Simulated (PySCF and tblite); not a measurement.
C6H6FNO, numbered as in [CH3:1][O:2][c:3]1[cH:4][cH:5][c:6]([F:7])[n:8][cH:9]1. Free energies: PBE0-D3(BJ)/pcSseg-1 on GFN2-xTB structures plus GFN2-xTB thermal terms, symmetry and mirror images included. Conformers within 2.5 kcal/mol (GFN2-xTB free energy) were kept, 3 at most. GIAO shieldings: PBE0/pcSseg-1. Shifts are against TMS (¹H), TMS (¹³C), CFCl3 (¹⁹F), NH3 (¹⁵N) at the same level. Programs: PySCF with density fitting and tblite.

Torsions listed: C1–O2–C3–C4.

Two conformers hold nearly all the population. I: 0°; δ(C4) = 123.30 ppm. II: 180°; δ(C4) = 135.73 ppm. The average over the ensemble at 298.15 K is 130.98 ppm.

Q: What populations and free-energy difference follow from a two-state model?

A: p(I) = (130.98 − 135.73)/(123.30 − 135.73) = 0.38, so K = p(II)/p(I) = 1.62 and G(II) − G(I) = −RT ln K = -0.28 kcal/mol. The weights computed directly are 38.2 % and 61.8 %.


¹⁵N shifts are against a computed isolated NH3 molecule, about 20 ppm from the liquid.

Conformer gaps in pcSseg-1 on xTB geometries can be 2 kcal/mol off for S=O, P=O and other polar bonds.